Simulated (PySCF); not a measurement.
Excitations are Tamm–Dancoff values on a coarser integration grid. The basis has no diffuse functions, so Rydberg states are missing or too high.

**H2F2Si, SMILES `F[SiH2]F` (charge 0, multiplicity 1)**

The numbers are results of TPSSh-D3(BJ)/def2-TZVP // PBE0-D3(BJ)/def2-TZVP (PySCF), not measurements.

```
Quantity                                                   Value
--------------------------------------  ------------------------
HOMO                                                    -9.22 eV
dipole moment                                             1.39 D
HOMO–LUMO gap                                            9.23 eV
LUMO                                                     0.01 eV
S1 excitation (TDA)                                      8.58 eV
S1 oscillator strength                                     0.000
T1 excitation (TDA)                                      8.00 eV
S1–T1 gap (TDA)                                          0.57 eV
vertical ionisation energy (Delta-SCF)                  12.46 eV
total energy                                        -490.6199 Ha
cost                                    roughly 110 core-seconds
```

```xyz
5

F     -1.2706     0.8860     0.1279
Si    -0.0003    -0.0545     0.0004
F      1.2807     0.8694    -0.1404
H      0.1250    -0.8424     1.2402
H     -0.1348    -0.8585    -1.2281
```
